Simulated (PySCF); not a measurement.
This PySCF input asks for the NMR shieldings of `CN(C)C[P@@H](=S)C(F)=C(F)F`, C₅H₉F₃NPS; the geometry comes from GFN2-xTB.

```python
import basis_set_exchange as bse
import numpy as np
from pyscf import gto, dft
from pyscf.prop import nmr

atoms = """
C    -1.234465   -1.271021   -1.202533
N    -0.927324   -0.114192   -0.385046
C    -1.921343    0.929723   -0.515230
C    -0.658688   -0.435124    0.998810
P     0.847301    0.541835    1.425853
S     1.483336    0.598829    3.245817
C     2.041840   -0.192727    0.240781
F     2.023050   -1.528008    0.121937
C     3.003615    0.531630   -0.318020
F     3.018055    1.850540   -0.180510
F     3.990438    0.118478   -1.088287
H    -2.171636   -1.762054   -0.905267
H    -1.322378   -0.952457   -2.240170
H    -0.419434   -1.989098   -1.131606
H    -1.635468    1.782615    0.100827
H    -1.964691    1.250698   -1.554792
H    -2.922538    0.595824   -0.205944
H    -1.478413   -0.205089    1.694391
H    -0.396843   -1.490711    1.132331
H     0.640438    1.750989    0.763625
"""
names = dict.fromkeys(["C", "N", "P", "S", "F", "H"], "pcSseg-1")
basis = {el: gto.basis.parse(bse.get_basis(n, elements=[el], fmt="nwchem")) for el, n in names.items()}
mol = gto.M(atom=atoms, basis=basis, charge=0, verbose=0)
mf = dft.RKS(mol, xc="PBE0")
mf.grids.level = 2
mf.grids.alignment = dft.numint.BLKSIZE   # the property module wants whole blocks of grid points
mf.conv_tol = 1e-9
mf.kernel()

calc = nmr.RKS(mf)   # GIAO
C = mf.mo_coeff
Co = C[:, mf.mo_occ > 0]
resp = mf.gen_response(singlet=True, hermi=2)
def vind(x):   # induced exchange potential for any number of trial vectors
    d = np.einsum("pi,xij,qj->xpq", C, 2 * x.reshape(-1, C.shape[1], Co.shape[1]), Co, optimize=True)
    return np.einsum("xpq,pi,qj->xij", resp(d - d.transpose(0, 2, 1)), C, Co, optimize=True).ravel()
mo1, _ = nmr.rhf.solve_mo1(calc, with_cphf=vind)
sigma = calc.kernel(mo1)
for i, s in enumerate(sigma):   # ppm
    print("%2d %-2s %9.2f" % (i, mol.atom_pure_symbol(i), np.trace(s) / 3))
```

Task: What does it print?

Result: 
```
 0 C     139.06
 1 N     234.32
 2 C     139.92
 3 C     123.90
 4 P     316.15
 5 S     725.26
 6 C      46.98
 7 F     386.05
 8 C      16.53
 9 F     289.92
10 F     259.14
11 H      29.55
12 H      29.42
13 H      29.13
14 H      29.33
15 H      29.37
16 H      29.65
17 H      29.04
18 H      28.50
19 H      24.43
```

These numbers come from an equivalent density-fitted implementation of the same equations, which agrees with the script to about 0.01 ppm for H and up to a few tenths of a ppm for heavy atoms, so last digits may differ.

Task: Turn these shieldings into chemical shifts. Chemical shifts δ = σref − σ; TMS for $^{13}$C (σ = 186.93 ppm), $^{1}$H (σ = 31.72 ppm); NH3 for $^{15}$N (σ = 267.73 ppm); H3PO4 for $^{31}$P (σ = 318.38 ppm); $^{33}$S (σ = 503.73 ppm) vs CS2; CFCl3 for $^{19}$F (σ = 170.95 ppm), all at this level.

Result: Averaging equivalent atoms: C 8: 170.4; C 6: 139.9; C 3: 63.0; C 0/2: 47.4; N 1: 33.4; P 4: 2.2; S 5: -222; F 10: -88.2; F 9: -119.0; F 7: -215.1; H 19: 7.29; H 18: 3.21; H 17: 2.68; H 11/12/13/14/15/16: 2.31 ppm. Unscaled 19F shifts against computed CFCl3 carry errors that often reach 10 to 50 ppm. Experimental scales use liquid or dissolved standards, which lie at an offset from isolated NH3 (liquid NH3: subtract about 20 ppm) and H3PO4.

Size and cost of the density-fitted run: 246 basis functions, 64 s wall time on 1 thread of an Arm Neoverse V1, shared host.
